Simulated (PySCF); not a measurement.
## CaC⁺: energy against distance

Set-up: basis Ca 3-21G, C 3-21G; no relativity; PySCF 2.14. Energies in eV from Ca⁺ + C in their ground configurations at the same level. All curves are PBE0. state 1: ⁴Σ⁻ (quartet), unpaired electrons σ ↑, π ↑↑; state 2: Ms = 0.5 determinant of mixed spin (⟨S²⟩ near 1.3), unpaired electrons π ↑, a second solution, started from another occupation; state 3: Ms = 0.5 determinant of mixed spin (⟨S²⟩ near 1.8), unpaired electrons σ ↓, π ↑↑, a second solution, started from another occupation; state 4: Ms = 0.5 determinant of mixed spin (⟨S²⟩ near 1.8), unpaired electrons σ ↑, π ↑↓, a mixture of terms (⟨Lz²⟩ = 2.0), a second solution, started from another occupation.

```csv
R (Å),state 1,state 2,state 3,state 4
2.067,-0.660,1.1842,0.2923,0.2934
2.163,-1.021,0.5291,-0.0879,-0.0779
2.259,-1.212,0.0758,-0.3095,-0.2822
2.331,-1.275,-0.1657,-0.4031,-0.3577
2.403,-1.289,-0.3426,-0.4527,-0.3855
2.475,-1.267,-0.4689,-0.4711,-0.3787
2.571,-1.199,-0.5771,-0.4630,-0.3332
2.691,-1.077,-0.6428,-0.4225,-0.2425
2.836,-0.907,-0.6556,-0.3549,-0.1142
3.028,-0.683,-0.6114,-0.2618,0.0531
```

**Question.** Put a parabola through the three lowest points of the state 1 curve and estimate Re, k and ωe (reduced mass 9.229 u; 1 eV/Å² = 0.16022 mdyn/Å; ωe = 1302.8·√(k/μ) cm⁻¹).

**Answer.** Through R = 2.331, 2.403, 2.475 Å the second-order coefficient is 3.47 eV/Å², so Re ≈ 2.395 Å, k ≈ 1.11 mdyn/Å and ωe ≈ 452 cm⁻¹. A polynomial fit of higher order to the unrounded PBE0 energies gives Re = 2.392 Å, k = 1.16 mdyn/Å, ωe = 463 cm⁻¹; anharmonicity and rounding make the difference.

The higher-order fit for each curve: state 1: Re = 2.392 Å, ωe = 463 cm⁻¹, De = 1.29 eV; state 2: Re = 2.795 Å, ωe = 262 cm⁻¹, minimum 0.66 eV below the ground-state fragments; state 3: Re = 2.497 Å, ωe = 330 cm⁻¹, minimum 0.472 eV below the ground-state fragments; state 4: Re = 2.422 Å, ωe = 422 cm⁻¹, minimum 0.387 eV below the ground-state fragments.

⟨S²⟩ of the unrestricted solution departs from its pure value on part of the curve, where spin states mix. For an ion De counts to the pair picked by the measured ionisation energies or electron affinities, which need not be the lowest pair at this level. 3-21G is very small, so such numbers show the basis as much as the molecule. The state was picked by a PBE0 search and need not be the measured ground state.
